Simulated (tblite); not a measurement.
Isomers of C6H5OS2 (doublet state). Method: GFN2-xTB as coded in tblite; computed harmonic values from a numerical Hessian at the method's own geometry, unscaled. Errors from tens to a few hundred cm⁻¹ against measured bands are possible. One conformer each. Open shells enter through the occupations alone, without spin polarisation, and single modes of such species can be off by tens of per cent.

Electronic energies: GFN2-xTB at the same geometries; isomer energies are rough at this level and their order can be wrong.

| SMILES | electronic energy, lowest = 0 (kJ/mol) |
| --- | --- |
| CC(=S)C1=CC(=O)[CH]S1 | 0.0 |
| CC(=S)C1=[C]C(=O)CS1 | 143.5 |
| [CH2]C(=S)C1=CC(=O)CS1 | 2.4 |

Task: How do GFN2-xTB zero-point energies change the relative energies?

Result: 
```csv
SMILES,ZPE (kJ/mol),of it from modes above 1550 cm⁻¹,electronic (kJ/mol),"with ZPE, lowest = 0 (kJ/mol)",lowest mode (cm⁻¹),rings
CC(=S)C1=CC(=O)[CH]S1,237.5,101.5,0.0,0.0,23,1
[CH2]C(=S)C1=CC(=O)CS1,237.5,111.6,2.4,2.3,27,1
CC(=S)C1=[C]C(=O)CS1,235.4,100.4,143.5,141.4,54,1
```

The zero-point energies span 2.1 kJ/mol, from `CC(=S)C1=[C]C(=O)CS1` to `CC(=S)C1=CC(=O)[CH]S1`. The order is unchanged.
